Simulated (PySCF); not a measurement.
C2H7BClN, SMILES CN(BCl)C. Atoms are numbered in the order given.

```xyz
12

B      0.8012     0.3267     0.0000
H      2.0021     0.2881     0.0000
Cl     0.0236     1.9328     0.0000
N      0.0564    -0.8505     0.0000
C     -1.3944    -0.9279     0.0000
C      0.7098    -2.1493     0.0000
H     -1.7560    -1.4713    -0.8913
H     -1.7560    -1.4713     0.8913
H     -1.8292     0.0783     0.0000
H      0.4222    -2.7363     0.8911
H      0.4222    -2.7363    -0.8911
H      1.8002    -2.0259     0.0000
```

Geometry optimised at B3LYP-D3(BJ)/def2-SVP. This is a generated structure with no PubChem entry under its InChIKey; it may be hypothetical. One conformer was computed; it need not be the lowest.

Level of theory: PySCF with M06-2X/def2-TZVP.

ESP charges are fitted to the potential on shells at 1.4 to 2.0 van der Waals radii. Atomic charges (e):

```csv
atom,Löwdin,ESP fit
B1,-0.90,-0.04
H2,0.06,0.00
Cl3,0.49,-0.16
N4,0.18,0.27
C5,-0.28,-0.48
C6,-0.27,-0.50
H7,0.12,0.15
H8,0.12,0.15
H9,0.13,0.16
H10,0.12,0.15
H11,0.12,0.15
H12,0.13,0.16
```

Task: Give the Mayer and Wiberg (Löwdin basis) orders of the bonds. (Estimate from the structure and the level; the computed values follow.)

Result: 
```csv
bond,Mayer,Wiberg
B1–H2,0.99,0.90
B1–Cl3,1.18,2.04
B1–N4,1.44,1.72
N4–C5,0.92,1.23
N4–C6,0.92,1.23
C5–H7,0.96,0.91
C5–H8,0.96,0.91
C5–H9,0.97,0.90
C6–H10,0.96,0.92
C6–H11,0.96,0.92
C6–H12,0.98,0.90
```
